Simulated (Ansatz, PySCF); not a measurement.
Ansatz (a quantum-chemistry and plane-wave program) was given this input:
Ansatz 0.2 input:
```yaml
crystal:
  periodic: [false, false, false]
  atoms:
    - {symbol: C, position_ang: [-3.50963689, 0.91677573, 0.05501106]}
    - {symbol: C, position_ang: [-2.49487882, -0.20562422, -0.14013863]}
    - {symbol: C, position_ang: [-1.09583090, 0.32582862, -0.43189966]}
    - {symbol: C, position_ang: [-0.06945154, -0.80683821, -0.61399842]}
    - {symbol: O, position_ang: [1.20215660, -0.33451865, -0.89358246]}
    - {symbol: C, position_ang: [2.14255563, -0.34626441, 0.28036348]}
    - {symbol: C, position_ang: [2.73275198, 1.05554187, 0.39860967]}
    - {symbol: O, position_ang: [1.78949887, -1.01872684, 1.31716938]}
    - {symbol: H, position_ang: [-3.57361261, 1.53237041, -0.84101340]}
    - {symbol: H, position_ang: [-4.50083218, 0.51639959, 0.26870547]}
    - {symbol: H, position_ang: [-3.21054204, 1.55474443, 0.88428704]}
    - {symbol: H, position_ang: [-2.45809723, -0.82324655, 0.76027832]}
    - {symbol: H, position_ang: [-2.81742639, -0.84642638, -0.96654299]}
    - {symbol: H, position_ang: [-0.75675479, 0.95400089, 0.39387310]}
    - {symbol: H, position_ang: [-1.10992386, 0.94046251, -1.33738308]}
    - {symbol: H, position_ang: [-0.01508485, -1.39994624, 0.31601518]}
    - {symbol: H, position_ang: [-0.39695434, -1.46497224, -1.43892527]}
    - {symbol: H, position_ang: [2.01658639, 1.80702187, 0.77903974]}
    - {symbol: H, position_ang: [3.07699921, 1.39196744, -0.58078777]}
    - {symbol: H, position_ang: [3.57934197, 1.02707201, 1.08607352]}
basis:
  gaussian:
    orbitals: STO-3G
hamiltonian:
  xc: r2scan
total_charge: -1
magnetization: {spin_polarized: true, initial_magnetization: 1}
accuracy: high
```

### Question
Write the same job for PySCF.

### Answer
Several could match; the one computed here: 
```python
from pyscf import gto, scf, dft

mol = gto.M(
    atom='''
C    -3.509637    0.916776    0.055011
C    -2.494879   -0.205624   -0.140139
C    -1.095831    0.325829   -0.431900
C    -0.069452   -0.806838   -0.613998
O     1.202157   -0.334519   -0.893582
C     2.142556   -0.346264    0.280363
C     2.732752    1.055542    0.398610
O     1.789499   -1.018727    1.317169
H    -3.573613    1.532370   -0.841013
H    -4.500832    0.516400    0.268705
H    -3.210542    1.554744    0.884287
H    -2.458097   -0.823247    0.760278
H    -2.817426   -0.846426   -0.966543
H    -0.756755    0.954001    0.393873
H    -1.109924    0.940463   -1.337383
H    -0.015085   -1.399946    0.316015
H    -0.396954   -1.464972   -1.438925
H     2.016586    1.807022    0.779040
H     3.076999    1.391967   -0.580788
H     3.579342    1.027072    1.086074
''',
    basis='sto-3g',
    charge=-1,
    spin=1,
    verbose=3,
)

mf = dft.UKS(mol)
mf.xc = 'r2scan'
mf.grids.atom_grid = (99, 590)
mf.grids.prune = None
mf.kernel()
```

Both were run: Ansatz gave -381.035390 Eh and PySCF -381.035348 Eh, 0.042 mEh apart.
